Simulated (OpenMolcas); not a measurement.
## Ions of charge +2 along the 3d row on the Cd site of KCdF3

* Program: OpenMolcas 26.06
* Method: CASSCF
* Spin-orbit coupling: state interaction with AMFI integrals over the reference wave functions

The d shell is active. Each dopant is a cluster with its nearest anions in model potentials and point charges, with no relaxation. Distances were set from a Shannon-type radius of the metal (high-spin where two are listed) plus a fixed donor radius (F 1.31 Å), in hosts weighted 0.65 to 0.35 with the host's distance in the model lattice. Ligand basis ANO-RCC-VDZP, DKH2 Hamiltonian. States (labels of O, the rotations of Oh). Energies in cm-1 above the lowest state or level, χT in cm3 K/mol; under a threefold ground state the first gap can be a small split of the lowest multiplet, not the spin-orbit step; 10Dq and B are least-squares fits to the states below 45000 cm-1, weighted by degeneracy, with a free offset, and given where the rms deviation is under 5 % of |10Dq| (or 100 cm-1) and under 700 cm-1. Spin-only χT is S(S+1) / 2 for the spin of the ground state.

```json
{"Ion": "Ti2+", "Shell": "3d2", "R (Å)": "2.163", "Metal basis": "ANO-RCC-VTZP", "Ground state": "3T1", "First state of that spin": "3T2 10009", "10Dq": "11812", "B (rms of fit)": "854 (198)", "First gap with spin-orbit (degeneracies)": "2.8 (2, 3)", "χT at 300 K": "1.096", "First state of another spin": "1T2 11984", "Spin-only χT": "1.000"}
{"Ion": "V2+", "Shell": "3d3", "R (Å)": "2.118", "Metal basis": "ANO-RCC-VTZP", "Ground state": "4A2", "First state of that spin": "4T2 9950", "10Dq": "", "B (rms of fit)": "", "First gap with spin-orbit (degeneracies)": "9883 (4, 2)", "χT at 300 K": "1.852", "First state of another spin": "2E 16666", "Spin-only χT": "1.875"}
{"Ion": "Fe2+", "Shell": "3d6", "R (Å)": "2.111", "Metal basis": "ANO-RCC-VTZP", "Ground state": "5T2", "First state of that spin": "5E 7044", "10Dq": "", "B (rms of fit)": "", "First gap with spin-orbit (degeneracies)": "190.5 (3, 2)", "χT at 300 K": "4.110", "First state of another spin": "3T1 18086", "Spin-only χT": "3.000"}
{"Ion": "Co2+", "Shell": "3d7", "R (Å)": "2.089", "Metal basis": "ANO-RCC-VTZP", "Ground state": "4T1", "First state of that spin": "4T2 5129", "10Dq": "5831", "B (rms of fit)": "1219 (95)", "First gap with spin-orbit (degeneracies)": "356.5 (2, 4)", "χT at 300 K": "3.675", "First state of another spin": "2E 16162", "Spin-only χT": "1.875"}
{"Ion": "Ni2+", "Shell": "3d8", "R (Å)": "2.053", "Metal basis": "ANO-RCC-VTZP", "Ground state": "3A2", "First state of that spin": "3T2 5841", "10Dq": "5681", "B (rms of fit)": "1291 (77)", "First gap with spin-orbit (degeneracies)": "5573 (3, 2)", "χT at 300 K": "1.521", "First state of another spin": "1E 18743", "Spin-only χT": "1.000"}
```

Among the 3 ions with a close fit, |10Dq| is smallest for Ni2+ (5681 cm-1) and largest for Ti2+ (11812 cm-1). The error differs from ion to ion, so this order need not be the real one.

B goes from 854 cm-1 (Ti2+) to 1291 cm-1 (Ni2+).

Every ion keeps the highest spin of its shell. χT departs most from the spin-only value for Co2+, by +1.800 cm3 K/mol.

Without dynamic correlation the repulsion within the d shell is too large (B by tens of per cent), so at a given field states of lower spin stand too high. Ligand-to-metal charge-transfer states are missing. With no ligand orbital active B as a rule stays too high, so bands that hang on it stand too high and its fall with covalency is understated. With metal d orbitals alone and no dynamic correlation 10Dq can be off by a tenth to a fifth, either way, in oxide and fluoride hosts. An orbital triplet at a regular site is open to Jahn-Teller coupling, which can distort the site and quench the lowest spin-orbit gaps and is left out (holds for Ti2+; Fe2+; Co2+). No measured value stands beside these numbers; the geometry was set by hand and not optimised.
